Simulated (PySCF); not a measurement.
**Exact simulation of a proton spin system**

Molecule: `c1ccc(N2CCCCC2)cc1`, C11H15N.

Geometry (Å), atoms numbered from 1 in this order:
```xyz
27

C     4.158   -0.203    0.262
C     3.475    0.893    0.785
C     2.085    0.922    0.829
C     1.321   -0.167    0.353
N    -0.055   -0.148    0.398
C    -0.842   -1.085   -0.376
C    -2.177   -0.466   -0.766
C    -3.012   -0.073    0.457
C    -2.110    0.266    1.648
C    -0.763    0.821    1.209
C     2.025   -1.275   -0.169
C     3.415   -1.282   -0.214
H     5.249   -0.217    0.227
H     4.032    1.757    1.159
H     1.587    1.812    1.215
H    -1.007   -2.039    0.168
H    -0.286   -1.342   -1.291
H    -1.964    0.426   -1.378
H    -2.729   -1.163   -1.414
H    -3.652    0.787    0.202
H    -3.696   -0.890    0.737
H    -2.600    0.983    2.323
H    -1.918   -0.642    2.244
H    -0.901    1.786    0.677
H    -0.158    1.042    2.102
H     1.481   -2.153   -0.519
H     3.925   -2.160   -0.620
```

- PBE0/pcSseg-1 with gauge-including orbitals
- spin–spin couplings from B3LYP/pcJ-1 (without the spin–dipole term)
- geometry from PBE0-D3(BJ)/def2-SVP
- code: PySCF 2.14.0 with density-fitted response routines
- non-relativistic Hamiltonian, fast rotation and ring inversion assumed for equivalent nuclei, gas phase, a single conformation

References, each an isolated molecule treated in the same way: TMS for 1H (σref 31.27).

Shifts (ppm): H13 6.72, H14/H27 7.28, H15/H26 6.48.
Couplings (Hz): H13–H14, H13–H27: 8.1; H13–H15, H13–H26: 0.7; H14–H15, H26–H27: 9.3; H14–H26, H15–H27: 0.4; H14–H27: 1.3; H15–H26: 2.6.

The 5-spin Hamiltonian (Zeeman plus full scalar coupling among like nuclei) was diagonalised exactly; lines are Lorentzian, 0.7 Hz wide, and the maxima above 3 % are listed with the tallest set to 100.

Problem. Give the 1H peak list of this spin system at 200 MHz.

Solution. 
δ in ppm (height): 7.335 (11), 7.326 (52), 7.321 (25), 7.316 (22), 7.295 (13), 7.286 (81), 7.277 (82), 7.268 (15), 7.247 (29), 7.242 (31), 7.237 (71), 7.227 (13), 6.762 (25), 6.759 (41), 6.756 (26), 6.719 (71), 6.681 (19), 6.678 (31), 6.675 (19), 6.513 (23), 6.505 (89), 6.502 (100), 6.492 (30), 6.463 (49), 6.457 (89), 6.454 (89), 6.443 (12)

Problem. And at 800 MHz?

Solution. 
```json
{"Hz": "5834.9", "ppm": "7.294", "height": "12"}
{"Hz": "5833.0", "ppm": "7.291", "height": "69"}
{"Hz": "5832.0", "ppm": "7.290", "height": "28"}
{"Hz": "5831.1", "ppm": "7.289", "height": "26"}
{"Hz": "5826.8", "ppm": "7.284", "height": "15"}
{"Hz": "5824.9", "ppm": "7.281", "height": "91"}
{"Hz": "5823.2", "ppm": "7.279", "height": "92"}
{"Hz": "5821.4", "ppm": "7.277", "height": "15"}
{"Hz": "5817.1", "ppm": "7.271", "height": "28"}
{"Hz": "5816.2", "ppm": "7.270", "height": "30"}
{"Hz": "5815.2", "ppm": "7.269", "height": "74"}
{"Hz": "5813.2", "ppm": "7.267", "height": "13"}
{"Hz": "5384.6", "ppm": "6.731", "height": "24"}
{"Hz": "5384.0", "ppm": "6.730", "height": "38"}
{"Hz": "5383.4", "ppm": "6.729", "height": "24"}
{"Hz": "5376.0", "ppm": "6.720", "height": "74"}
{"Hz": "5368.5", "ppm": "6.711", "height": "22"}
{"Hz": "5367.9", "ppm": "6.710", "height": "36"}
{"Hz": "5367.2", "ppm": "6.709", "height": "22"}
{"Hz": "5191.0", "ppm": "6.489", "height": "17"}
{"Hz": "5190.4", "ppm": "6.488", "height": "21"}
{"Hz": "5189.1", "ppm": "6.486", "height": "92"}
{"Hz": "5188.5", "ppm": "6.486", "height": "100"}
{"Hz": "5187.4", "ppm": "6.484", "height": "51"}
{"Hz": "5186.6", "ppm": "6.483", "height": "33"}
{"Hz": "5181.3", "ppm": "6.477", "height": "34"}
{"Hz": "5180.6", "ppm": "6.476", "height": "51"}
{"Hz": "5179.5", "ppm": "6.474", "height": "97"}
{"Hz": "5178.8", "ppm": "6.474", "height": "93"}
{"Hz": "5176.8", "ppm": "6.471", "height": "15"}
```

Problem. Among coupled protons with different shifts, which pair is furthest from first order, and how does the field change that?

Solution. H13 and H14: Δν/J is about 13.8 at 200 MHz (close to first order) and 55.3 at 800 MHz (close to first order). J in Hz doesn't depend on the field, while Δν in Hz grows in proportion to it. The system also holds chemically equivalent protons that couple differently to a partner (AA′BB′ or AA′XX′ type), and that part stays second order at any field.

Unscaled 3J(H,H) at this level run about 10 % above measured values.
